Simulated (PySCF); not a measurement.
# MBr for M along the alkaline earths

r²SCAN with double-zeta basis sets in PySCF, for the lowest determinant that a PBE0 search found; no spin–orbit coupling. De refers to high-spin ground-configuration atoms. A positive dipole means M(−)Br(+).

```json
{"M": "Be", "basis": "def2-SVP", "state (unpaired electrons)": "doublet (σ ↑)", "Re (Å)": "1.993", "ωe (cm⁻¹)": "684", "De (eV)": "3.83", "μ (D)": "-0.75"}
{"M": "Mg", "basis": "cc-pVDZ/cc-pVDZ-PP", "state (unpaired electrons)": "doublet (σ ↑)", "Re (Å)": "2.378", "ωe (cm⁻¹)": "365", "De (eV)": "3.08", "μ (D)": "-3.34"}
{"M": "Ca", "basis": "def2-SVP", "state (unpaired electrons)": "doublet (σ ↑)", "Re (Å)": "2.589", "ωe (cm⁻¹)": "294", "De (eV)": "4.22", "μ (D)": "-4.54"}
{"M": "Sr", "basis": "def2-SVP", "state (unpaired electrons)": "doublet (σ ↑)", "Re (Å)": "2.767", "ωe (cm⁻¹)": "219", "De (eV)": "4.17", "μ (D)": "-4.95"}
```

The shortest bond is that of BeBr (1.993 Å), the longest that of SrBr (2.767 Å).

The rows differ in basis set, which adds steps of its own.

Down a group the atoms grow and get heavier, so bonds lengthen and wavenumbers fall; this series shows no clear exception.

Spin–orbit coupling is left out. States were picked by a PBE0 search and need not be the measured ground states.
